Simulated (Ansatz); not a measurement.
Ansatz (a first-principles code) input (CCSD(T)/cc-pwCVTZ):
A basis named .json is the Basis Set Exchange file of that set.

Ansatz 0.2 input:
```yaml
crystal:
  periodic: [false, false, false]
  atoms:
    - {symbol: C, position_ang: [0.56830148, -1.02773355, -1.78985843]}
    - {symbol: Si, position_ang: [0.00188000, -0.44580727, -0.14353739]}
    - {symbol: C, position_ang: [-0.58437539, -1.88364307, 0.92582086]}
    - {symbol: Si, position_ang: [1.77100634, 0.69667528, 0.90926874]}
    - {symbol: Si, position_ang: [-1.73229814, 1.11792246, -0.44495176]}
    - {symbol: H, position_ang: [0.55619602, -2.07191692, -2.08334845]}
    - {symbol: H, position_ang: [0.94297677, -0.34913771, -2.54803999]}
    - {symbol: H, position_ang: [0.22262595, -2.60198978, 1.08281880]}
    - {symbol: H, position_ang: [-0.92024732, -1.53408264, 1.90344080]}
    - {symbol: H, position_ang: [-1.41682671, -2.40485738, 0.44907988]}
    - {symbol: H, position_ang: [2.27075289, 1.78539138, 0.03286297]}
    - {symbol: H, position_ang: [2.89899447, -0.22375711, 1.20301471]}
    - {symbol: H, position_ang: [1.31827810, 1.30044253, 2.18905004]}
    - {symbol: H, position_ang: [-2.13240801, 1.71536273, 0.85516944]}
    - {symbol: H, position_ang: [-1.28420123, 2.21284906, -1.34132296]}
    - {symbol: H, position_ang: [-2.92793232, 0.47688896, -1.04941404]}
basis:
  gaussian:
    orbitals: cc-pwCVTZ.json
magnetization: {spin_polarized: true, initial_magnetization: 1}
correlation: {method: ccsd_t, electrons: outside_noble_gas}
```

End of the output:

```
integrals: 11.75 GiB planned
2354 factors; integrals over basis functions are off by at most 9.7e-4 eV
3.38 GiB of device memory are held for the factors and their scratch space
mean field: 3.34 GiB planned
mean field evaluation 1: about -25817.8609 eV, gradient 2.5e1 eV
mean field evaluation 2: about -25817.8622 eV, gradient 2.5e1 eV
mean field evaluation 4: about -25822.8766 eV, gradient 3.5e0 eV
mean field evaluation 8: about -25823.1161 eV, gradient 2.1e-1 eV
mean field evaluation 16: about -25823.0855 eV, gradient 1.1e0 eV
mean field evaluation 32: about -25814.7394 eV, gradient 1.5e1 eV
mean field -25823.11738069 eV, -948.9820602026 hartree, gradient 2.8e-6 eV, S^2 0.763435; 0 other end points of the search recorded, 0 dependent functions left out
17 core orbitals not correlated
reference -25823.11738069 eV, -948.9820602026 hartree; 16, 15 occupied and 384, 385 virtual orbitals, 2354 factors
second order -19.30273498 eV of doubles, -0.00000000 eV of singles
coupled cluster: 101.17 GiB planned
cycle   1  -20.92822618 eV  change    -1.6e0 eV  update   1.1e-1
cycle   2  -21.59626872 eV  change   -6.7e-1 eV  update   3.5e-2
cycle   3  -21.67705807 eV  change   -8.1e-2 eV  update   1.6e-2
cycle   4  -21.67236205 eV  change    4.7e-3 eV  update   6.5e-3
cycle   5  -21.67170596 eV  change    6.6e-4 eV  update   3.6e-3
cycle   6  -21.67185167 eV  change   -1.5e-4 eV  update   1.7e-3
cycle   7  -21.67239736 eV  change   -5.5e-4 eV  update   7.3e-4
cycle   8  -21.67276316 eV  change   -3.7e-4 eV  update   2.1e-4
cycle   9  -21.67272260 eV  change    4.1e-5 eV  update   6.7e-5
cycle  10  -21.67269129 eV  change    3.1e-5 eV  update   2.5e-5
perturbative correction -0.82508420 eV, -0.0303212851 hartree
Total energy: -25845.61515618 eV, -949.8088382024 hartree
```

It need not be the lowest isomer of its formula.
